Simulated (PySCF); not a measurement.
**Working out the ionisation energy of F⁺**

F⁺ [He] 2s2 2p4 (3P) → F²⁺ [He] 2s2 2p3 (4S). Computed with PySCF 2.14 in def2-TZVP, with no relativity, point nucleus. Frozen: 1s2. Energies in hartree (1 hartree = 27.21139 eV):

```csv
part,F⁺ (lower),F²⁺ (upper)
UHF,-98.836473,-97.608721
CCSD correlation,-0.156517,-0.111336
(T),-0.001903,-0.001134
```

Problem. What does Hartree-Fock give?

Solution. (-97.608721) − (-98.836473) = 1.227752 hartree = 33.409 eV.

Problem. What do CCSD and CCSD(T) give?

Solution. The CCSD correlation energies differ by 0.045181 hartree = 1.229 eV and the triples by 0.000769 hartree = 0.021 eV, so CCSD gives 34.638 eV and CCSD(T) 34.659 eV.

Measured between the centres of the two terms (NIST): 34.950 eV, so CCSD(T) (valence) is off by -0.291 eV.

What remains against the reference includes basis incompleteness, the frozen core and higher excitations.
